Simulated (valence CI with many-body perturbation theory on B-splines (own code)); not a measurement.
**Level structure of Ag15+**

Calculated by configuration interaction combined with many-body perturbation theory (CI+MBPT): four valence electrons over a frozen Dirac-Fock core [Ar] 3d10, radial functions for each j: 11 s, 11 p, 10 d, 8 f, 5 g, 2 h, with the one-electron correlation potential Σ1, the two-electron term Σ2, the three-electron term Σ3, Breit, model QED; selected CI, second order for the rest, scaled by the run's own slope (own B-spline code, finite nucleus).

No measured spectrum was set against this ion. As an estimate, levels hold to about 250 cm⁻¹ or 0.2 % of their energy and the worst to 1 %, as in measured heavy ions of charge 2 to 7; those with d or f electrons hold less well. Among the levels kept, up to 490 cm⁻¹ of a level comes from second order outside the variational space, and about a tenth of that is noise between levels of different J, which matters for small intervals.

Levels 1 to 45 of 184, with energies above the lowest level, 4s2 4p2 3P_0. "Leading %" is the weight of the configuration and term that name the level; weights of strongly mixed levels are sums over their largest components and can fall short.

| No. | Configuration | Term | J | E (cm⁻¹) | Leading % | Second component | g |
| --- | --- | --- | --- | --- | --- | --- | --- |
| 1 | 4s2 4p2 | 3P | 0 | 0 | 83 | 16 % 4s2 4p2 1S |  |
| 2 | 4s2 4p2 | 3P | 1 | 43346 | 98 |  | 1.500 |
| 3 | 4s2 4p2 | 3P | 2 | 57420 | 54 | 44 % 4s2 4p2 1D | 1.275 |
| 4 | 4s2 4p2 | 1D | 2 | 112620 | 54 | 44 % 4s2 4p2 3P | 1.224 |
| 5 | 4s2 4p2 | 1S | 0 | 150270 | 82 | 16 % 4s2 4p2 3P |  |
| 6 | 4s 4p3 | 5S° | 2 | 310000 | 84 | 12 % 4s 4p3 3P° | 1.915 |
| 7 | 4s 4p3 | 3D° | 1 | 369800 | 69 | 18 % 4s 4p3 3P° | 0.739 |
| 8 | 4s 4p3 | 3D° | 2 | 376990 | 68 | 16 % 4s 4p3 3P° | 1.295 |
| 9 | 4s 4p3 | 3D° | 3 | 393810 | 93 | 5 % 4s2 4p 4d 3D° | 1.333 |
| 10 | 4s 4p3 | 3P° | 0 | 426080 | 95 | 4 % 4s2 4p 4d 3P° |  |
| 11 | 4s 4p3 | 3P° | 1 | 432660 | 70 | 18 % 4s 4p3 3D° | 1.328 |
| 12 | 4s 4p3 | 3P° | 2 | 438510 | 38 | 28 % 4s 4p3 1D° | 1.283 |
| 13 | 4s 4p3 | 3S° | 1 | 483810 | 57 | 32 % 4s 4p3 1P° | 1.595 |
| 14 | 4s 4p3 | 1D° | 2 | 485180 | 48 | 28 % 4s 4p3 3P° | 1.167 |
| 15 | 4s 4p3 | 1P° | 1 | 546440 | 54 | 33 % 4s 4p3 3S° | 1.333 |
| 16 | 4s2 4p 4d | 3F° | 2 | 549780 | 88 | 4 % 4s 4p3 1D° | 0.702 |
| 17 | 4s2 4p 4d | 3F° | 3 | 572610 | 90 | 5 % 4s2 4p 4d 3D° | 1.093 |
| 18 | 4s2 4p 4d | 3P° | 2 | 596670 | 44 | 26 % 4s2 4p 4d 1D° | 1.257 |
| 19 | 4s2 4p 4d | 3D° | 1 | 607350 | 55 | 27 % 4s2 4p 4d 3P° | 0.850 |
| 20 | 4s2 4p 4d | 3F° | 4 | 611340 | 98 |  | 1.250 |
| 21 | 4s2 4p 4d | 1D° | 2 | 637490 | 42 | 28 % 4s2 4p 4d 3D° | 1.081 |
| 22 | 4s2 4p 4d | 3P° | 0 | 645990 | 94 | 4 % 4s 4p3 3P° |  |
| 23 | 4s2 4p 4d | 3P° | 1 | 651260 | 62 | 29 % 4s2 4p 4d 3D° | 1.177 |
| 24 | 4s2 4p 4d | 3D° | 3 | 652570 | 78 | 8 % 4s2 4p 4d 1F° | 1.286 |
| 25 | 4s2 4p 4d | 3D° | 2 | 658030 | 46 | 39 % 4s2 4p 4d 3P° | 1.297 |
| 26 | 4s2 4p 4d | 1F° | 3 | 697580 | 86 | 10 % 4s2 4p 4d 3D° | 1.035 |
| 27 | 4s2 4p 4d | 1P° | 1 | 707600 | 82 | 8 % 4s2 4p 4d 3D° | 0.973 |
| 28 | 4p4 | 3P | 2 | 737890 | 60 | 20 % 4p4 1D | 1.371 |
| 29 | 4p4 | 3P | 0 | 772040 | 54 | 27 % 4p4 1S |  |
| 30 | 4p4 | 3P | 1 | 788410 | 76 | 19 % 4s 4p2 4d 3P | 1.486 |
| 31 | 4p4 | 1D | 2 | 797410 | 57 | 19 % 4p4 3P | 1.127 |
| 32 | 4s 4p2 4d | 5F | 1 | 808890 | 83 | 6 % 4s 4p2 4d 3D | 0.156 |
| 33 | 4s 4p2 4d | 5F | 2 | 815460 | 73 | 16 % 4s 4p2 4d 5D | 1.104 |
| 34 | 4s 4p2 4d | 5F | 3 | 827950 | 64 | 26 % 4s 4p2 4d 5D | 1.329 |
| 35 | 4s 4p2 4d | 5D | 0 | 847750 | 92 |  |  |
| 36 | 4s 4p2 4d | 5F | 4 | 849690 | 78 | 19 % 4s 4p2 4d 5D | 1.371 |
| 37 | 4s 4p2 4d | 5D | 1 | 850520 | 84 | 8 % 4s 4p2 4d 5F | 1.392 |
| 38 | 4s 4p2 4d | 5D | 2 | 852290 | 59 | 19 % 4s 4p2 4d 5F | 1.320 |
| 39 | 4s 4p2 4d | 5D | 3 | 855660 | 40 | 28 % 4s 4p2 4d 5F | 1.341 |
| 40 | 4s 4p2 4d | 5D | 4 | 866600 | 53 | 29 % 4s 4p2 4d 3F | 1.389 |
| 41 | 4s 4p2 4d | 5F | 5 | 869720 | 88 | 12 % 4s 4p2 4d 3G | 1.376 |
| 42 | 4s 4p2 4d | 3F | 2 | 872120 | 80 | 5 % 4s 4p2 4d 5D | 0.778 |
| 43 | 4p4 | 1S | 0 | 878590 | 50 | 21 % 4p4 3P |  |
| 44 | 4s 4p2 4d | 3F | 3 | 889570 | 65 | 17 % 4s 4p2 4d 5P | 1.217 |
| 45 | 4s 4p2 4d | 3P | 2 | 897240 | 63 | 9 % 4s 4p2 4d 3D | 1.425 |

Names give the largest LS component (configuration and term), which can be under half, so a name can repeat, a term be missing and a line seem to break the LS rules; names also repeat where a configuration has a term twice.

The ionisation energy to 4s2 4p 2P°_1/2 of the next ion comes out as 381.57 eV (NIST: 381 ± 3 eV (theoretical)). All 184 levels together are meant to be complete up to 1436100 cm⁻¹.
